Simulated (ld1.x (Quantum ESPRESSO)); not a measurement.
# Reading a pseudo-wave (Ge)

Columns: radius, all-electron u(r) and pseudo u(r) of the 4s shell (level -11.74 eV) of germanium in the configuration [Ar] 3d10 4s2 4p2; PBEsol, scalar-relativistic, ultrasoft scheme, ld1.x (Quantum ESPRESSO) 7.5.

```json
{"r (bohr)": "0.113", "all-electron": "-0.1873", "pseudo": "-0.0221"}
{"r (bohr)": "0.225", "all-electron": "-0.0696", "pseudo": "-0.0476"}
{"r (bohr)": "0.338", "all-electron": "0.2248", "pseudo": "-0.0802"}
{"r (bohr)": "0.450", "all-electron": "0.3464", "pseudo": "-0.1218"}
{"r (bohr)": "0.563", "all-electron": "0.2956", "pseudo": "-0.1741"}
{"r (bohr)": "0.675", "all-electron": "0.1494", "pseudo": "-0.2361"}
{"r (bohr)": "0.788", "all-electron": "-0.0319", "pseudo": "-0.3074"}
{"r (bohr)": "0.900", "all-electron": "-0.2086", "pseudo": "-0.3839"}
{"r (bohr)": "1.013", "all-electron": "-0.3657", "pseudo": "-0.4633"}
{"r (bohr)": "1.125", "all-electron": "-0.4934", "pseudo": "-0.5398"}
{"r (bohr)": "1.238", "all-electron": "-0.5932", "pseudo": "-0.6103"}
{"r (bohr)": "1.350", "all-electron": "-0.6655", "pseudo": "-0.6695"}
{"r (bohr)": "1.463", "all-electron": "-0.7149", "pseudo": "-0.7151"}
{"r (bohr)": "1.575", "all-electron": "-0.7441", "pseudo": "-0.7441"}
{"r (bohr)": "1.688", "all-electron": "-0.7571", "pseudo": "-0.7571"}
{"r (bohr)": "1.800", "all-electron": "-0.7569", "pseudo": "-0.7569"}
{"r (bohr)": "1.913", "all-electron": "-0.7462", "pseudo": "-0.7462"}
{"r (bohr)": "2.025", "all-electron": "-0.7275", "pseudo": "-0.7275"}
{"r (bohr)": "2.138", "all-electron": "-0.7026", "pseudo": "-0.7026"}
{"r (bohr)": "2.250", "all-electron": "-0.6736", "pseudo": "-0.6736"}
{"r (bohr)": "2.363", "all-electron": "-0.6413", "pseudo": "-0.6413"}
{"r (bohr)": "2.475", "all-electron": "-0.6075", "pseudo": "-0.6075"}
{"r (bohr)": "2.588", "all-electron": "-0.5725", "pseudo": "-0.5725"}
{"r (bohr)": "2.700", "all-electron": "-0.5375", "pseudo": "-0.5375"}
{"r (bohr)": "2.813", "all-electron": "-0.5026", "pseudo": "-0.5026"}
{"r (bohr)": "2.925", "all-electron": "-0.4687", "pseudo": "-0.4687"}
```

(1) How many radial nodes do the two functions have?

(2) At about which radius was the pseudo-wave matched?

(3) Is the pseudo-wave norm-conserving?

Answers

(1) The all-electron 4s function has n − l − 1 = 3 (the table is too coarse to show those close to the nucleus); the pseudo-wave has 0, since the states of the same l below it are removed with the core.

(2) 1.55 bohr, where the columns begin to agree (steps of 0.11 bohr).

(3) No, it belongs to an ultrasoft set: the norm inside the radius is not constrained, and the difference is carried by the augmentation charge.
